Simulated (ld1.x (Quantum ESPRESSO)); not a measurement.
## calcium: RRKJ pseudisation with LDA (PZ), scalar-relativistic reference atom.

| Quantity | Value |
| --- | --- |
| Element | Ca |
| Generator | ld1.x (Quantum ESPRESSO) 7.5 |
| Type | norm-conserving RRKJ (Kleinman–Bylander form) |
| Functional | LDA (PZ) |
| Relativity | scalar-relativistic |
| Frozen core | [Ar] |
| Valence charge | 2 |
| Reference configuration | 3d0.5 4s1.5 4p0 |
| Partial waves | 4p (bound, empty): rc 3.05 bohr; 3d (bound): rc 2.35 bohr; 4s (bound): rc 2.60 bohr |
| Local potential | the s channel |
| Core correction | a·sin(br)/r model core inside 1.90 bohr |
| rho0 | 0.001 |

Q: Does the generator finish with these settings?

A: Yes, a potential is produced and its reference levels are reproduced.

Q: Estimate the cutoffs (Ry, on a coarse ladder) from which the occupation-weighted sum of valence levels, in a spherical-Bessel basis at the reference potential, stays within 10 and 1 mRy of its value at 400 Ry.

A: 21 Ry and 30 Ry.

Q: What does a ghost test show?

A: No extra level below or beside the all-electron valence levels (p, d, s, f tested).

Q: Which valence shell sets the plane-wave cutoff?

A: 3d: its level needs 30 Ry to come within 1 mRy, against 10 Ry for 4s.

Q: Tests: 3d0 4s2 4p0; 3d0 4s1 4p0; 3d0 4s1.5 4p0; 3d1 4s1 4p0; 3d0 4s1 4p1; 3d0 4s0 4p1; 3d0 4s0 4p2. Which has the largest error in its energy relative to the reference configuration, and how large is it?

A: 3d0 4s0 4p1, with -72 meV (all-electron minus pseudo) on +8.56 eV.
